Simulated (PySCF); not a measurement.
**Eu (europium, neutral) across methods**

[Xe] 4f6 5d1 6s2, one real determinant (an excited configuration). All numbers are calculated (PySCF 2.14, the spin-free X2C one-electron Hamiltonian (Gaussian nucleus), in cc-pVDZ-X2C (8s7p5d3f1g, 84 functions)).

```csv
method,E (hartree),mean ε 6s α (eV),mean ε 6s β (eV),mean ε 5d α (eV),Σ⟨r²⟩ (bohr²),⟨S²⟩
LDA,-10835.25,-4.364,-3.923,-3.232,82.87,15.799
PBE,-10843.17,-4.176,-3.765,-3.236,83.20,15.930
UHF,-10839.51575,-5.632,-5.064,-6.944,86.94,15.940
PBE0,-10843.13,-4.692,-4.282,-4.259,83.52,15.907
```

⟨L²⟩ = 18.20 against 30 for a pure H term, so this real determinant mixes terms. Spin-orbit coupling, absent here, splits the open shell strongly.
